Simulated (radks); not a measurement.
Values are calculated unless marked as measured or tabulated.
Q: These are the eigenvalues of the occupied orbitals of an atom or ion with whole-number occupations (eV). Level of theory: non-relativistic Kohn-Sham, MS2 meta-GGA, spin-polarised, spherical densities, point nucleus; meta-GGA in the generalised Kohn-Sham scheme (a radial shooting solver on a logarithmic mesh with Libxc functionals).

1s up: -7300.245
1s down: -7298.692
2s up: -1154.392
2s down: -1153.907
2p up: -1041.974
2p down: -1040.240
3s up: -379.8752
3s down: -370.7765
3p up: -343.8891

Which element is it, and in what charge state? The configuration may be excited. Open shells, if any, are filled with parallel spins first.

A: Z = 26, iron, charge +12: Fe12+ in [Ne] 3s2 3p2. The list shows which subshells hold electrons but not how many an open one holds; the 1s level, -268.28 hartree, gives Z - s = 23.2 by -(Z - s)^2/2, which with screening narrows Z to a few neighbours, and the depths of the outer levels then fix element, charge and occupations together.
